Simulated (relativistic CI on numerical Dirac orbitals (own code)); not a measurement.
Slater and spin-orbit integrals, Tb³⁺

Calculated at this level of theory: Dirac-Coulomb-Breit CI, orbitals from a KLI potential per configuration, model QED (radiative potential, 1s self-energy scaled to tabulated hydrogen-like ionisation energies), valence Slater integrals scaled by 0.85, P86 correlation energy added to each configuration (own radial code, finite nucleus).

Slater integrals F^k, G^k are unscaled and averaged over j, outside the closed core [Kr] 4d10 5s2; ζ comes from projecting the Hamiltonian with its Breit term on Σ l·s of the shell.

- 4f8.5p6: F^2(4f,4f) = 116580, F^4(4f,4f) = 72918, F^6(4f,4f) = 52395, ζ(4f) = 1700.2 cm⁻¹; <r>(4f) = 0.8249, <r^2>(4f) = 0.878 (bohr units).
- 4f7.5p6.6s: F^2(4f,4f) = 123950, F^4(4f,4f) = 77904, F^6(4f,4f) = 56085, ζ(4f) = 1817.5, G^3(4f,6s) = 3505.2 cm⁻¹; <r>(4f) = 0.7824, <r^2>(4f) = 0.7728, <r>(6s) = 3.036, <r^2>(6s) = 10.25 (bohr units).
- 4f9.5p5: F^2(4f,4f) = 111140, F^4(4f,4f) = 69268, F^6(4f,4f) = 49702, ζ(4f) = 1580.9, F^2(4f,5p) = 54495, G^2(4f,5p) = 29878, G^4(4f,5p) = 22744, ζ(5p) = 24156 cm⁻¹; <r>(4f) = 0.8595, <r^2>(4f) = 0.9665, <r>(5p) = 1.52, <r^2>(5p) = 2.611 (bohr units).

For a near-neutral ion this model can misplace configurations by up to about 10,000 cm⁻¹ (more where the count of f electrons changes) and terms by 10 to 25 % of their spread. Rates follow the energies as ν³ (E1, M1) or ν⁵ (E2), so they and the lifetimes can be off by large factors. The fine structure of a lone outer electron comes out too small, for d and f at times inverted, and misplaced configurations move strength between like terms. 6 of the 10 excited levels that our extract of the measured tables holds in this range could be paired (the sources list more); they are missed by 31 cm⁻¹ on average and 40 at most, and levels without a partner can miss by more. Some levels of the ground configuration have no partner and can miss by 10 % or more.

Averages of the first 4 configurations, taken without configuration mixing, which lowers the lowest level and can move excited configurations by several eV; other configurations of the list can lie among them:

| Configuration | Parity | States | Average energy above the lowest level (eV) |
| --- | --- | --- | --- |
| 4f8.5p6 | even | 3003 | 8.5 |
| 4f7.5p6.6s | odd | 6864 | 21.9 |
| 4f9.5p5 | even | 12012 | 31.3 |
| 4f7.5p6.7s | odd | 6864 | 35.0 |
